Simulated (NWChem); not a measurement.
A series in which one site is exchanged, each optimised at PBE0/def2-SVP with NWChem, gas phase unless a solvent is named. All stand in one matching conformer (torsions within 35°), which need not be the lowest. For some, no frequency run checked for a minimum. def2 effective core potentials on Sn; no spin-orbit coupling.

A: [OH][Sn]([F])([F])[Br] (SnHOBrF$_{2}$; site = Br)
B: [OH][Sn]([F])([F])[Cl] (SnHOClF2; site = Cl)
C: [OH][SnH]([F])[F] (SnH2OF2; site = H)

Values for A:

dipole (D), PBE0/def2-SVP: 1.29
orbital gap (eV), PBE0/def2-SVP: 6.42
vertical ionisation energy, ΔSCF, B3LYP/def2-SVP (eV): 11.62
static polarisability, B3LYP/def2-SVPD (bohr³): 62.0
lowest singlet excitation, B3LYP/def2-SVPD, TDA (eV): 4.60

### Question
How do these values change for the other members?

### Answer
| change from A | B | C |
|---|---|---|
| dipole (D), PBE0/def2-SVP | +0.24 | +0.53 |
| orbital gap (eV), PBE0/def2-SVP | +0.52 | +1.40 |
| vertical ionisation energy, ΔSCF, B3LYP/def2-SVP (eV) | +0.45 | +0.43 |
| static polarisability, B3LYP/def2-SVPD (bohr³) | -8.0 | -21.2 |
| lowest singlet excitation, B3LYP/def2-SVPD, TDA (eV) | +0.44 | +1.32 |
